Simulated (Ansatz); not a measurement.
Ansatz (a first-principles code) input (B3LYP/6-31G*):

Ansatz 0.2 input:
```yaml
crystal:
  periodic: [false, false, false]
  atoms:
    - {symbol: B, position_ang: [0.00000000, 0.00000000, 0.85445142]}
    - {symbol: O, position_ang: [-0.00000000, -0.00000000, -0.36634516]}
    - {symbol: H, position_ang: [-0.00000000, -0.00000000, -1.34149580]}
basis:
  gaussian:
    orbitals: 6-31G*
hamiltonian:
  xc: {name: B3LYP}
total_charge: 1
magnetization: {spin_polarized: true, initial_magnetization: 1}
phonons: {temperatures: {t_min: 298.15, t_max: 298.15, t_step: 100}}
```

Output:

```
Functional definition: B3LYP
integrals: 0.00 GiB planned
329 factors; integrals over basis functions are off by at most 2.6e-4 eV
mean field: 0.08 GiB planned
mean field evaluation 1: about -2712.6372 eV, gradient 6.8e1 eV
mean field evaluation 2: about -2630.6343 eV, gradient 1.3e2 eV
mean field evaluation 4: about -2728.7070 eV, gradient 4.3e0 eV
mean field evaluation 8: about -2728.7917 eV, gradient 1.3e-2 eV
mean field -2728.79172563 eV, -100.2812462753 hartree, gradient 2.2e-5 eV, S^2 0.754314; 0 other end points of the search recorded, 0 dependent functions left out
the calculation of the forces begins
reference -2728.79185384 eV, -100.2812509871 hartree; 7, 6 occupied and 25, 26 virtual orbitals, 329 factors
these checks for a lower state are left out or cut short: stability, starts, cluster_reference, orbital_swaps, neighbouring_geometries, increment
integrals: 0.00 GiB planned
329 factors; integrals over basis functions are off by at most 2.6e-4 eV
mean field: 0.08 GiB planned
mean field evaluation 16: about -2728.7914 eV, gradient 8.9e-2 eV
mean field -2728.79172510 eV, -100.2812462560 hartree, gradient 1.9e-6 eV, S^2 0.754313; 0 other end points of the search recorded, 0 dependent functions left out
the calculation of the forces begins
reference -2728.79185332 eV, -100.2812509678 hartree; 7, 6 occupied and 25, 26 virtual orbitals, 329 factors
these checks for a lower state are left out or cut short: stability, starts, cluster_reference, orbital_swaps, neighbouring_geometries, increment
integrals: 0.00 GiB planned
329 factors; integrals over basis functions are off by at most 2.6e-4 eV
mean field: 0.08 GiB planned
mean field -2728.79172510 eV, -100.2812462560 hartree, gradient 1.9e-6 eV, S^2 0.754313; 0 other end points of the search recorded, 0 dependent functions left out
the calculation of the forces begins
reference -2728.79185332 eV, -100.2812509678 hartree; 7, 6 occupied and 25, 26 virtual orbitals, 329 factors
these checks for a lower state are left out or cut short: stability, starts, cluster_reference, orbital_swaps, neighbouring_geometries, increment
integrals: 0.00 GiB planned
329 factors; integrals over basis functions are off by at most 2.6e-4 eV
mean field: 0.08 GiB planned
mean field evaluation 32: about -2728.7917 eV, gradient 5.3e-5 eV
mean field -2728.79172510 eV, -100.2812462560 hartree, gradient 1.9e-6 eV, S^2 0.754313; 0 other end points of the search recorded, 0 dependent functions left out
the calculation of the forces begins
reference -2728.79185332 eV, -100.2812509678 hartree; 7, 6 occupied and 25, 26 virtual orbitals, 329 factors
these checks for a lower state are left out or cut short: stability, starts, cluster_reference, orbital_swaps, neighbouring_geometries, increment
integrals: 0.00 GiB planned
329 factors; integrals over basis functions are off by at most 2.6e-4 eV
mean field: 0.08 GiB planned
mean field -2728.79172510 eV, -100.2812462560 hartree, gradient 1.9e-6 eV, S^2 0.754313; 0 other end points of the search recorded, 0 dependent functions left out
the calculation of the forces begins
reference -2728.79185332 eV, -100.2812509678 hartree; 7, 6 occupied and 25, 26 virtual orbitals, 329 factors
these checks for a lower state are left out or cut short: stability, starts, cluster_reference, orbital_swaps, neighbouring_geometries, increment
integrals: 0.00 GiB planned
329 factors; integrals over basis functions are off by at most 2.6e-4 eV
mean field: 0.08 GiB planned
mean field -2728.79146154 eV, -100.2812365705 hartree, gradient 1.6e-6 eV, S^2 0.754348; 0 other end points of the search recorded, 0 dependent functions left out
the calculation of the forces begins
reference -2728.79158981 eV, -100.2812412841 hartree; 7, 6 occupied and 25, 26 virtual orbitals, 329 factors
these checks for a lower state are left out or cut short: stability, starts, cluster_reference, orbital_swaps, neighbouring_geometries, increment
integrals: 0.00 GiB planned
329 factors; integrals over basis functions are off by at most 2.6e-4 eV
mean field: 0.08 GiB planned
mean field -2728.79145616 eV, -100.2812363724 hartree, gradient 1.9e-6 eV, S^2 0.754280; 0 other end points of the search recorded, 0 dependent functions left out
the calculation of the forces begins
reference -2728.79158432 eV, -100.2812410825 hartree; 7, 6 occupied and 25, 26 virtual orbitals, 329 factors
these checks for a lower state are left out or cut short: stability, starts, cluster_reference, orbital_swaps, neighbouring_geometries, increment
integrals: 0.00 GiB planned
329 factors; integrals over basis functions are off by at most 2.6e-4 eV
mean field: 0.08 GiB planned
mean field evaluation 64: about -2728.7917 eV, gradient 2.0e-6 eV
mean field -2728.79172296 eV, -100.2812461775 hartree, gradient 2.0e-6 eV, S^2 0.754313; 0 other end points of the search recorded, 0 dependent functions left out
the calculation of the forces begins
reference -2728.79185118 eV, -100.2812508893 hartree; 7, 6 occupied and 25, 26 virtual orbitals, 329 factors
these checks for a lower state are left out or cut short: stability, starts, cluster_reference, orbital_swaps, neighbouring_geometries, increment
integrals: 0.00 GiB planned
329 factors; integrals over basis functions are off by at most 2.6e-4 eV
mean field: 0.08 GiB planned
mean field -2728.79172296 eV, -100.2812461775 hartree, gradient 2.0e-6 eV, S^2 0.754313; 0 other end points of the search recorded, 0 dependent functions left out
the calculation of the forces begins
reference -2728.79185118 eV, -100.2812508893 hartree; 7, 6 occupied and 25, 26 virtual orbitals, 329 factors
these checks for a lower state are left out or cut short: stability, starts, cluster_reference, orbital_swaps, neighbouring_geometries, increment
integrals: 0.00 GiB planned
329 factors; integrals over basis functions are off by at most 2.6e-4 eV
mean field: 0.08 GiB planned
mean field -2728.79172296 eV, -100.2812461775 hartree, gradient 2.0e-6 eV, S^2 0.754313; 0 other end points of the search recorded, 0 dependent functions left out
the calculation of the forces begins
reference -2728.79185118 eV, -100.2812508893 hartree; 7, 6 occupied and 25, 26 virtual orbitals, 329 factors
these checks for a lower state are left out or cut short: stability, starts, cluster_reference, orbital_swaps, neighbouring_geometries, increment
integrals: 0.00 GiB planned
329 factors; integrals over basis functions are off by at most 2.6e-4 eV
mean field: 0.08 GiB planned
mean field -2728.79172296 eV, -100.2812461775 hartree, gradient 2.0e-6 eV, S^2 0.754313; 0 other end points of the search recorded, 0 dependent functions left out
the calculation of the forces begins
reference -2728.79185118 eV, -100.2812508893 hartree; 7, 6 occupied and 25, 26 virtual orbitals, 329 factors
these checks for a lower state are left out or cut short: stability, starts, cluster_reference, orbital_swaps, neighbouring_geometries, increment
integrals: 0.00 GiB planned
329 factors; integrals over basis functions are off by at most 2.6e-4 eV
mean field: 0.08 GiB planned
mean field -2728.79130732 eV, -100.2812309028 hartree, gradient 1.8e-6 eV, S^2 0.754285; 0 other end points of the search recorded, 0 dependent functions left out
the calculation of the forces begins
reference -2728.79143550 eV, -100.2812356132 hartree; 7, 6 occupied and 25, 26 virtual orbitals, 329 factors
these checks for a lower state are left out or cut short: stability, starts, cluster_reference, orbital_swaps, neighbouring_geometries, increment
integrals: 0.00 GiB planned
329 factors; integrals over basis functions are off by at most 2.6e-4 eV
mean field: 0.08 GiB planned
mean field evaluation 96: about -2728.7913 eV, gradient 1.0e-4 eV
mean field -2728.79130246 eV, -100.2812307243 hartree, gradient 1.8e-6 eV, S^2 0.754342; 0 other end points of the search recorded, 0 dependent functions left out
the calculation of the forces begins
reference -2728.79143072 eV, -100.2812354375 hartree; 7, 6 occupied and 25, 26 virtual orbitals, 329 factors
these checks for a lower state are left out or cut short: stability, starts, cluster_reference, orbital_swaps, neighbouring_geometries, increment
integrals: 0.00 GiB planned
329 factors; integrals over basis functions are off by at most 2.6e-4 eV
mean field: 0.08 GiB planned
mean field -2728.79172481 eV, -100.2812462452 hartree, gradient 6.2e-7 eV, S^2 0.754313; 0 other end points of the search recorded, 0 dependent functions left out
the calculation of the forces begins
reference -2728.79185302 eV, -100.2812509570 hartree; 7, 6 occupied and 25, 26 virtual orbitals, 329 factors
these checks for a lower state are left out or cut short: stability, starts, cluster_reference, orbital_swaps, neighbouring_geometries, increment
integrals: 0.00 GiB planned
329 factors; integrals over basis functions are off by at most 2.6e-4 eV
mean field: 0.08 GiB planned
mean field -2728.79172481 eV, -100.2812462452 hartree, gradient 6.2e-7 eV, S^2 0.754313; 0 other end points of the search recorded, 0 dependent functions left out
the calculation of the forces begins
reference -2728.79185302 eV, -100.2812509570 hartree; 7, 6 occupied and 25, 26 virtual orbitals, 329 factors
these checks for a lower state are left out or cut short: stability, starts, cluster_reference, orbital_swaps, neighbouring_geometries, increment
integrals: 0.00 GiB planned
329 factors; integrals over basis functions are off by at most 2.6e-4 eV
mean field: 0.08 GiB planned
mean field -2728.79172481 eV, -100.2812462452 hartree, gradient 6.2e-7 eV, S^2 0.754313; 0 other end points of the search recorded, 0 dependent functions left out
the calculation of the forces begins
reference -2728.79185302 eV, -100.2812509570 hartree; 7, 6 occupied and 25, 26 virtual orbitals, 329 factors
these checks for a lower state are left out or cut short: stability, starts, cluster_reference, orbital_swaps, neighbouring_geometries, increment
integrals: 0.00 GiB planned
329 factors; integrals over basis functions are off by at most 2.6e-4 eV
mean field: 0.08 GiB planned
mean field -2728.79172481 eV, -100.2812462452 hartree, gradient 6.2e-7 eV, S^2 0.754313; 0 other end points of the search recorded, 0 dependent functions left out
the calculation of the forces begins
reference -2728.79185302 eV, -100.2812509570 hartree; 7, 6 occupied and 25, 26 virtual orbitals, 329 factors
these checks for a lower state are left out or cut short: stability, starts, cluster_reference, orbital_swaps, neighbouring_geometries, increment
integrals: 0.00 GiB planned
329 factors; integrals over basis functions are off by at most 2.6e-4 eV
mean field: 0.08 GiB planned
mean field evaluation 128: about -2728.7912 eV, gradient 1.0e-1 eV
mean field -2728.79156861 eV, -100.2812405051 hartree, gradient 1.1e-6 eV, S^2 0.754308; 0 other end points of the search recorded, 0 dependent functions left out
the calculation of the forces begins
reference -2728.79169682 eV, -100.2812452166 hartree; 7, 6 occupied and 25, 26 virtual orbitals, 329 factors
these checks for a lower state are left out or cut short: stability, starts, cluster_reference, orbital_swaps, neighbouring_geometries, increment
integrals: 0.00 GiB planned
329 factors; integrals over basis functions are off by at most 2.6e-4 eV
mean field: 0.08 GiB planned
mean field -2728.79157882 eV, -100.2812408804 hartree, gradient 2.1e-6 eV, S^2 0.754319; 0 other end points of the search recorded, 0 dependent functions left out
the calculation of the forces begins
reference -2728.79170705 eV, -100.2812455925 hartree; 7, 6 occupied and 25, 26 virtual orbitals, 329 factors
Total energy: -2728.79185384 eV, -100.2812509871 hartree
Atom 0 at     0.000000     0.000000     0.854451 Å, force    -0.000000    -0.000000     0.000521 eV/Å
Atom 1 at    -0.000000    -0.000000    -0.366345 Å, force     0.000000     0.000000     0.001162 eV/Å
Atom 2 at    -0.000000    -0.000000    -1.341496 Å, force    -0.000000     0.000000    -0.001683 eV/Å
Dipole moment:     0.000000     0.000000     0.061286 e Å
Vibrations: 299.20 299.20 1865.39 3751.01 cm⁻¹, zero-point energy 0.385269 eV
```

The blocks after the first are displaced geometries, from whose forces the wavenumbers follow.

The dipole moment of an ion depends on the origin.
